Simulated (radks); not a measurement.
Excited configurations of the scandium ion Sc3+: one electron is placed in a higher orbital outside [Ne] 3s2 3p5. The ground configuration is [Ar]. Method: Dirac Kohn-Sham, PBEsol, spin-unpolarised, spherical densities, finite nucleus; open shells fill j = l - 1/2 first; Fermi nuclear charge, rms radius 3.5459 fm; computed with a radial shooting solver on a logarithmic mesh with Libxc functionals. Excitation = E - E(ground); binding = E(ion) - E, where the ion is the core of charge +4; n* = 4/sqrt(2 binding) in atomic units, and the quantum defect is n - n*.

outer orbital	excitation (eV)	binding (eV)	n*	eigenvalue (eV)	<r> (bohr)
3d3/2	32.133	41.471	2.291	-33.331	1.335
4s1/2	41.801	31.803	2.616	-27.974	2.630
4f5/2	59.693	13.911	3.956	-11.705	4.286
5s1/2	56.809	16.795	3.600	-14.949	4.956
5p1/2	58.921	14.683	3.850	-13.002	5.442
5f5/2	64.370	9.234	4.856	-7.987	7.385
6s1/2	63.216	10.388	4.578	-9.316	7.992
6p1/2	64.258	9.346	4.826	-8.357	8.663
6d3/2	65.915	7.689	5.321	-6.839	10.09

The Delta-SCF ionisation energy is 73.604 eV (NIST Atomic Spectra Database: 73.489 eV, measured). Self-interaction in the functional shifts the binding energies and quantum defects, so they are the method's values and not measured ones. Spin polarisation and multiplet splitting are left out, so open shells lie too high by an amount that depends on their filling.

Beside tabulated values, note that spin-unpolarised runs miss the spin-polarisation part of the exchange energy of open shells.
